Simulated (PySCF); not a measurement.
Species: C2H7F3NSi2 (doublet state).
Z-matrix (Å and degrees, GFN2-xTB geometry), rows numbered from 1:
```
F 
C   1  1.3430
F   2  1.3406  1  106.47
F   2  1.3416  1  106.67  3  -113.79
C   2  1.5286  1  111.89  3   122.90
N   5  1.4252  2  112.12  1   -58.46
Si  6  1.7495  5  122.65  2   -81.61
Si  7  2.2842  6  107.52  5  -172.43
H   5  1.0968  2  107.06  1    64.44
H   5  1.0922  2  107.12  1  -178.51
H   6  1.0096  5  111.68  2    65.67
H   7  1.4757  6   98.86  5   -43.99
H   8  1.4681  7  108.83  6   -67.82
H   8  1.4646  7  105.66  6   176.29
H   8  1.4712  7  122.84  6    55.28
```

The hyperfine couplings belong to this conformer and change with its torsions.

The species is `FC(F)(F)CN[SiH][SiH3]` [radical].

Level of theory: PySCF, UKS B3LYP, pcH-1 on C F H N Si, non-relativistic, mean-field spin-orbit, GIAO. Geometry: GFN2-xTB, one conformer, isolated molecule. A GFN2-xTB geometry isn't a minimum of the functional, and hyperfine couplings can be far from their values at a DFT geometry, by a factor of two or more for some ions and for spin on atoms past the first row. Stability of the SCF solution: not tested.

Question: Match the computed a_iso(13C) values +17.8, -5.1 MHz with the sites C2; C5.

Answer: 
| site | a_iso (MHz) | ρ(0) (bohr⁻³) | position | distance from Si7 (Å) | spin population | largest \|T\| (MHz) |
| --- | --- | --- | --- | --- | --- | --- |
| C2 | +17.8 | +0.0158 | 3 bonds from Si7 | 3.50 | +0.01 | 1.6 |
| C5 | -5.1 | -0.0046 | 2 bonds from Si7 | 2.79 | -0.01 | 1.3 |

Question: The isotropic 29Si couplings are -431.9, -100.9 MHz. Assign them to Si7; Si8.

Answer: 
```csv
site,a_iso (MHz),ρ(0) (bohr⁻³),position,distance from Si7 (Å),spin population,largest |T| (MHz)
Si7,-431.9,+0.4870,largest spin population,0.00,+0.75,138.5
Si8,-100.9,+0.1137,1 bond from Si7,2.28,+0.06,18.4
```

Question: The isotropic 1H couplings, averaged over equivalent nuclei, are +63.5, +20.9, -11.4, +6.0 MHz. Assign them to H9/H10; H11; H12; H13/H14/H15.

Answer: 
| site | a_iso (MHz) | ρ(0) (bohr⁻³) | position | distance from Si7 (Å) | bound to | spin population there | largest \|T\| (MHz) |
| --- | --- | --- | --- | --- | --- | --- | --- |
| H9/H10 | +6.0 | +0.0013 | 3 bonds from Si7 | 3.29 | C5 | -0.01 | 3.7 |
| H11 | -11.4 | -0.0026 | 2 bonds from Si7, on N6 of spin population +0.13 | 2.39 | N6 | +0.13 | 13.3 |
| H12 | +63.5 | +0.0142 | 1 bond from Si7 | 1.48 | Si7 | +0.75 | 7.4 |
| H13/H14/H15 | +20.9 | +0.0047 | 2 bonds from Si7 | 3.15 | Si8 | +0.06 | 3.6 |

ρ(0) is the spin density at the nucleus and T the dipolar tensor; a_iso includes a spin–orbit part; entries for several nuclei are means. Largest spin populations (Mulliken): Si7 (+0.75), N6 (+0.13) and Si8 (+0.06). No atom but Si7 exceeds +0.15. The angles at Si7 add up to 329.0°, so it is pyramidal.

Class means assume fast exchange of nuclei equivalent by connectivity; if that motion is slow, each nucleus keeps its own coupling. The three 1H nuclei of mean +20.9 MHz run from -5.9 to 73.9 MHz in the frozen geometry. The three 19F nuclei of mean +19.9 MHz run from -1.1 to 50.7 MHz in the frozen geometry. The 1H value of +6.0 MHz is a mean of couplings from 1.5 to 10.5 MHz in this one geometry, not an average over conformers.
